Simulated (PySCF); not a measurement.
A run for PySCF: R-BP86/LANL2DZ on CH4Cd (SMILES [CH3][CdH]), a point of a bond scan (R = 3.365 Å).

```python
from pyscf import gto, scf, dft, mp
from pyscf.data.elements import chemcore

mol = gto.M(
    atom='''
    Cd   -0.28068773   -0.15103297   -0.04141861
    H    -3.21920359   -1.73219499   -0.47502947
    C     1.58135131    0.85089642    0.23334606
    H     2.03123692    0.55928180    1.18282066
    H     1.43288682    1.93112443    0.23532541
    H     2.27072534    0.59541191   -0.57190501
    ''',
    basis='lanl2dz',
    ecp={'Cd': 'lanl2dz'},
    charge=0, spin=0, verbose=3, max_memory=1800)
mf = dft.RKS(mol, xc='b88,p86')
mf.conv_tol = 1e-8
mf.max_cycle = 100
mf.kernel()
if not mf.converged:
    mf = mf.newton().run(mf.mo_coeff, mf.mo_occ)
```

Program output:

```
converged SCF energy = -88.7129126513818
```

The run converged.

Cost: about 4 core-seconds (a rough figure).
